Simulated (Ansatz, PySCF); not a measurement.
CH₈N₂Si₃, SMILES [SiH2]1[SiH2]N[SiH2]C=N1. Atoms are numbered in the order given.

```xyz
14

C      0.2597     1.8571    -0.0208
N      1.3912     1.2918    -0.1331
Si     1.7467    -0.4342    -0.2140
Si    -0.1823    -1.7111     0.2311
N     -1.5101    -0.5909    -0.0139
Si    -1.5080     1.1417     0.0834
H      0.2624     2.9723     0.0170
H      2.8396    -0.7119     0.7637
H      2.2677    -0.7060    -1.5880
H     -0.1633    -2.2913     1.6158
H     -0.3356    -2.8678    -0.7083
H     -2.4314    -1.0158    -0.0966
H     -2.1030     1.6791     1.3509
H     -2.2856     1.7434    -1.0453
```
Charge 0, spin multiplicity 1.

Coordinates come from a PBE0-D3(BJ)/def2-SVP optimisation. The structure was generated by enumeration, and PubChem lists no compound with its InChIKey, so it may never have been made.

Two levels are set side by side: PBE-D3(BJ)/def2-SVP (Ansatz, a first-principles code) and PBE0-D3(BJ)/def2-SVP (Ansatz). Each level has its own optimised geometry; the coordinates shown are those of the second. Frequencies come from the Hessian of PySCF at each geometry. Differences are taken from unrounded values.

| quantity | PBE0-D3(BJ) | PBE-D3(BJ) | PBE-D3(BJ) minus PBE0-D3(BJ) |
|---|---|---|---|
| mean bond length (Å) | 1.565 | 1.576 | 0.012 |
| bond C1–N2 (Å) | 1.270 | 1.282 | 0.012 |
| bond C1–Si6 (Å) | 1.910 | 1.920 | 0.010 |
| bond N2–Si3 (Å) | 1.764 | 1.780 | 0.016 |
| bond Si3–Si4 (Å) | 2.356 | 2.364 | 0.009 |
| bond Si4–N5 (Å) | 1.754 | 1.769 | 0.015 |
| bond N5–Si6 (Å) | 1.735 | 1.749 | 0.013 |
| bond C1–H7 (Å) | 1.116 | 1.125 | 0.010 |
| bond Si3–H8 (Å) | 1.492 | 1.504 | 0.011 |
| bond Si3–H9 (Å) | 1.494 | 1.505 | 0.011 |
| bond Si4–H10 (Å) | 1.501 | 1.514 | 0.012 |
| bond Si4–H11 (Å) | 1.498 | 1.509 | 0.011 |
| bond N5–H12 (Å) | 1.018 | 1.026 | 0.008 |
| bond Si6–H13 (Å) | 1.500 | 1.512 | 0.013 |
| bond Si6–H14 (Å) | 1.497 | 1.508 | 0.011 |
| highest harmonic wavenumber (cm⁻¹) | 3599 | 3484 | -115 |
| mean harmonic wavenumber (cm⁻¹) | 1087 | 1047 | -41 |
| zero-point energy (kcal/mol) | 55.97 | 53.88 | -2.09 |

GGA bonds tend to be longer and softer than those of functionals with exact exchange. Differences between two approximate levels are no errors against the true value.
